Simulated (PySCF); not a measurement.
**Gas-phase thermal properties of Ga(OH)3**

Method: PySCF energies (xtb for GFN2) plus ideal-gas RRHO corrections (1 bar). 6-31G* has spherical d functions here. All species are closed-shell singlets. B3LYP is the form with VWN-RPA correlation. Ga: all electrons, no relativistic terms. Ga(OH)3: computed as isolated molecules; such fragments, hydroxides, amides, oligomers or adducts are transient or little studied in the gas. The harmonic model lacks anharmonicity and excited electronic states, which grow with temperature; levels with a mode under 35 cm⁻¹ are left out.

| level | point group | σ | ZPE (kJ/mol) | S°298 (J/mol/K) | Cp298 (J/mol/K) | S°1000 (J/mol/K) | H1000 − H298 (kJ/mol) |
|---|---|---|---|---|---|---|---|
| B3LYP/6-31G* | C3h | 3 | 104.9 | 318.4 | 94.3 | 457.5 | 83.1 |
| GFN2-xTB | C3h | 3 | 95.8 | 324.0 | 102.5 | 469.6 | 86.4 |
| HF/6-31G* | C3h | 3 | 113.3 | 312.0 | 91.7 | 449.2 | 82.1 |
| PBE/def2-SVP | C3h | 3 | 102.9 | 319.8 | 95.7 | 460.2 | 83.8 |
| PBE0/def2-TZVP | C3h | 3 | 107.4 | 316.4 | 94.0 | 455.5 | 83.1 |
σ: rotational symmetry number. Electronic degeneracy used: 1. Frequencies are unscaled.
